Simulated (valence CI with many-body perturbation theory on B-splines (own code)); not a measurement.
# E1 line list for Sm LV

Calculated by relativistic CI+MBPT: six valence electrons over a frozen Dirac-Fock core [He], radial functions for each j: 9 s, 9 p, 8 d, 6 f, 3 g, 1 h, with the one-electron correlation potential Σ1, the two-electron term Σ2, the three-electron term Σ3, Breit, model QED; selected CI, second order for the rest, scaled by the run's own slope (own B-spline code, finite nucleus).

The last digits are not significant, and no measured levels were compared; by estimate large intervals hold to a few tenths of a per cent, small ones and those within an open d or f shell to about a per cent. Among the levels kept, up to 2100 cm⁻¹ of a level comes from second order outside the variational space, and about a tenth of that is noise between levels of different J, which matters for small intervals.

Lines 1 to 50 of 214 in falling wavelength, among levels below 514.92 Ry, chosen from the strongest by gf and those to the six lowest levels. Wavelengths and rates use the calculated energies. Electric multipoles are in the length gauge with retardation, E1 and E2 with the static RPA response of the core. Weak lines are less certain than strong ones. Lines between different terms over intervals too small for the method are left out, as are lines whose strength nearly cancels. The highest levels of a list are the least certain.

Levels are named by their leading jj configuration (3d3/2^4 stands for four electrons in 3d with j = 3/2), which in mixed levels can hold well under half, so a name can repeat and another be missing. Letters in brackets count levels of one name in rising energy.

| λ vac (Å) | Upper | Lower | A (s⁻¹) | S (a.u.) |
| --- | --- | --- | --- | --- |
| 174.2 | (2s 2p1/2^2 2p3/2^2 3p1/2) J=3 | (2s 2p1/2^2 2p3/2^2 3s) J=2 [a] | 1.94e+09 | 3.54e-02 |
| 145.1 | (2s^2 2p1/2 2p3/2^2 3p1/2) J=3 | (2s^2 2p1/2 2p3/2^2 3s) J=2 [b] | 4.91e+09 | 5.19e-02 |
| 142.0 | (2s^2 2p1/2 2p3/2^2 3p1/2) J=1 [b] | (2s^2 2p1/2 2p3/2^2 3s) J=1 [b] | 6.42e+09 | 2.72e-02 |
| 141.9 | (2s^2 2p1/2^2 2p3/2 3p1/2) J=2 | (2s^2 2p1/2^2 2p3/2 3s) J=1 | 4.76e+09 | 3.36e-02 |
| 139.1 | (2s^2 2p1/2 2p3/2^2 3p1/2) J=2 [a] | (2s^2 2p1/2 2p3/2^2 3s) J=1 [a] | 4.02e+09 | 2.67e-02 |
| 136.1 | (2s^2 2p1/2 2p3/2^2 3p1/2) J=1 [a] | (2s^2 2p1/2 2p3/2^2 3s) J=2 [a] | 9.11e+09 | 3.40e-02 |
| 134.7 | (2s^2 2p1/2 2p3/2^2 3p1/2) J=3 | (2s^2 2p1/2 2p3/2^2 3s) J=3 | 5.19e+09 | 4.38e-02 |
| 133.3 | (2s^2 2p1/2^2 2p3/2 3p1/2) J=1 | (2s^2 2p1/2^2 2p3/2 3s) J=2 | 9.83e+09 | 3.45e-02 |
| 130.8 | (2s^2 2p1/2^2 2p3/2 3p1/2) J=2 | (2s^2 2p1/2^2 2p3/2 3s) J=2 | 6.80e+09 | 3.75e-02 |
| 125.5 | (2s^2 2p1/2 2p3/2^2 3p1/2) J=2 [a] | (2s^2 2p1/2 2p3/2^2 3s) J=2 [a] | 6.22e+09 | 3.03e-02 |
| 120.6 | (2s^2 2p1/2 2p3/2^2 3d3/2) J=4 | (2s^2 2p1/2 2p3/2^2 3p3/2) J=4 | 1.95e+09 | 1.52e-02 |
| 118.6 | (2s^2 2p1/2^2 2p3/2 3d3/2) J=3 | (2s^2 2p1/2^2 2p3/2 3p3/2) J=3 | 2.78e+09 | 1.60e-02 |
| 112.0 | (2s 2p1/2^2 2p3/2^2 3p1/2) J=2 | (2s 2p1/2^2 2p3/2^2 3s) J=3 | 9.30e+09 | 3.22e-02 |
| 111.6 | (2s 2p1/2^2 2p3/2^2 3p1/2) J=3 | (2s 2p1/2^2 2p3/2^2 3s) J=3 | 6.81e+09 | 3.27e-02 |
| 108.5 | (2s^2 2p1/2 2p3/2^2 3p1/2) J=2 [b] | (2s^2 2p1/2 2p3/2^2 3s) J=2 [b] | 4.72e+09 | 1.48e-02 |
| 102.5 | (2s^2 2p1/2 2p3/2^2 3p1/2) J=2 [b] | (2s^2 2p1/2 2p3/2^2 3s) J=3 | 1.76e+10 | 4.67e-02 |
| 100.2 | (2s^2 2p1/2 2p3/2^2 3p1/2) J=0 | (2s^2 2p1/2 2p3/2^2 3s) J=1 [b] | 3.08e+10 | 1.53e-02 |
| 93.57 | (2s^2 2p1/2^2 2p3/2 3d5/2) J=2 | (2s^2 2p1/2^2 2p3/2 3p3/2) J=2 | 1.12e+10 | 2.26e-02 |
| 92.07 | (2s^2 2p1/2^2 2p3/2 3d5/2) J=1 | (2s^2 2p1/2^2 2p3/2 3p3/2) J=0 | 1.67e+10 | 1.93e-02 |
| 84.92 | (2s^2 2p1/2^2 2p3/2 3d5/2) J=4 | (2s^2 2p1/2^2 2p3/2 3p3/2) J=3 | 4.15e+10 | 1.13e-01 |
| 84.87 | (2s^2 2p1/2^2 2p3/2 3d5/2) J=3 | (2s^2 2p1/2^2 2p3/2 3p3/2) J=2 | 3.48e+10 | 7.35e-02 |
| 79.91 | (2s^2 2p1/2^2 2p3/2 3d5/2) J=2 | (2s^2 2p1/2^2 2p3/2 3p3/2) J=1 | 2.96e+10 | 3.73e-02 |
| 73.39 | (2s^2 2p1/2^2 2p3/2 3d5/2) J=3 | (2s^2 2p1/2^2 2p3/2 3p3/2) J=3 | 9.07e+09 | 1.24e-02 |
| 69.68 | (2s^2 2p1/2^2 2p3/2 3d5/2) J=1 | (2s^2 2p1/2^2 2p3/2 3p3/2) J=1 | 3.41e+10 | 1.71e-02 |
| 49.46 | (2s^2 2p1/2 2p3/2^2 3p3/2) J=3 [a] | (2s^2 2p1/2 2p3/2^2 3s) J=2 [b] | 3.26e+10 | 1.36e-02 |
| 48.80 | (2s 2p1/2^2 2p3/2^2 3s) J=3 | (2s^2 2p1/2 2p3/2^2 3s) J=2 [a] | 5.58e+10 | 2.24e-02 |
| 48.42 | (2s^2 2p1/2 2p3/2^2 3p3/2) J=1 [a] | (2s^2 2p1/2 2p3/2^2 3s) J=2 [b] | 1.50e+11 | 2.52e-02 |
| 48.09 | (2s^2 2p1/2 2p3/2^2 3p3/2) J=2 [a] | (2s^2 2p1/2 2p3/2^2 3s) J=1 [a] | 7.45e+10 | 2.04e-02 |
| 47.19 | (2s^2 2p1/2 2p3/2^2 3p3/2) J=0 | (2s^2 2p1/2 2p3/2^2 3s) J=1 [a] | 2.77e+11 | 1.44e-02 |
| 47.13 | (2s^2 2p1/2 2p3/2^2 3p3/2) J=2 [b] | (2s^2 2p1/2 2p3/2^2 3s) J=1 [b] | 6.86e+10 | 1.77e-02 |
| 47.02 | (2s^2 2p1/2^2 2p3/2 3p3/2) J=1 | (2s^2 2p1/2^2 2p3/2 3s) J=1 | 2.32e+11 | 3.58e-02 |
| 46.85 | (2s^2 2p1/2 2p3/2^2 3d3/2) J=2 [b] | (2s^2 2p1/2 2p3/2^2 3p1/2) J=2 [b] | 1.22e+11 | 3.10e-02 |
| 46.61 | (2s 2p1/2^2 2p3/2^2 3p1/2) J=2 | (2s^2 2p1/2 2p3/2^2 3p1/2) J=2 [a] | 2.36e+10 | 5.89e-03 |
| 46.52 | (2s^2 2p1/2 2p3/2^2 3d3/2) J=3 [b] | (2s^2 2p1/2 2p3/2^2 3p1/2) J=2 [b] | 1.19e+11 | 4.13e-02 |
| 46.38 | (2s^2 2p1/2 2p3/2^2 3p3/2) J=3 [b] | (2s^2 2p1/2 2p3/2^2 3s) J=2 [b] | 1.00e+11 | 3.45e-02 |
| 46.36 | (2s^2 2p1/2 2p3/2^2 3d3/2) J=3 [a] | (2s^2 2p1/2 2p3/2^2 3p1/2) J=3 | 2.05e+10 | 7.05e-03 |
| 46.35 | (2s^2 2p1/2 2p3/2^2 3p3/2) J=2 [a] | (2s^2 2p1/2 2p3/2^2 3s) J=2 [a] | 1.18e+11 | 2.89e-02 |
| 46.33 | (2s^2 2p1/2 2p3/2^2 3p3/2) J=1 [c] | (2s^2 2p1/2 2p3/2^2 3s) J=0 | 9.51e+10 | 1.40e-02 |
| 46.27 | (2s^2 2p1/2 2p3/2^2 3d3/2) J=1 [b] | (2s^2 2p1/2 2p3/2^2 3p1/2) J=2 [b] | 1.21e+11 | 1.78e-02 |
| 45.91 | (2s^2 2p1/2 2p3/2^2 3p3/2) J=4 | (2s^2 2p1/2 2p3/2^2 3s) J=3 | 3.16e+11 | 1.36e-01 |
| 45.76 | (2s^2 2p1/2^2 2p3/2 3p3/2) J=3 | (2s^2 2p1/2^2 2p3/2 3s) J=2 | 3.18e+11 | 1.05e-01 |
| 45.73 | (2s^2 2p1/2^2 2p3/2 3p3/2) J=1 | (2s^2 2p1/2^2 2p3/2 3s) J=2 | 5.79e+10 | 8.20e-03 |
| 45.26 | (2s^2 2p1/2 2p3/2^2 3p3/2) J=3 [b] | (2s^2 2p1/2 2p3/2^2 3s) J=3 | 1.80e+11 | 5.75e-02 |
| 45.25 | (2s^2 2p1/2^2 2p3/2 3d3/2) J=2 | (2s^2 2p1/2^2 2p3/2 3p1/2) J=2 | 1.08e+11 | 2.48e-02 |
| 44.96 | (2s^2 2p1/2^2 2p3/2 3d3/2) J=2 | (2s^2 2p1/2^2 2p3/2 3p1/2) J=1 | 1.16e+11 | 2.60e-02 |
| 44.89 | (2s^2 2p1/2 2p3/2^2 3p3/2) J=1 [a] | (2s^2 2p1/2 2p3/2^2 3s) J=1 [a] | 1.14e+11 | 1.53e-02 |
| 44.79 | (2s^2 2p1/2 2p3/2^2 3d3/2) J=2 [a] | (2s^2 2p1/2 2p3/2^2 3p1/2) J=2 [a] | 9.81e+10 | 2.18e-02 |
| 44.45 | (2s^2 2p1/2 2p3/2^2 3p3/2) J=2 [c] | (2s^2 2p1/2 2p3/2^2 3s) J=1 [b] | 2.66e+11 | 5.75e-02 |
| 44.37 | (2s^2 2p3/2^4) J=0 | (2s 2p1/2^2 2p3/2^3) J=1 | 2.28e+09 | 9.81e-05 |
| 44.21 | (2s^2 2p1/2 2p3/2^2 3p3/2) J=3 [a] | (2s^2 2p1/2 2p3/2^2 3s) J=2 [a] | 2.50e+11 | 7.47e-02 |
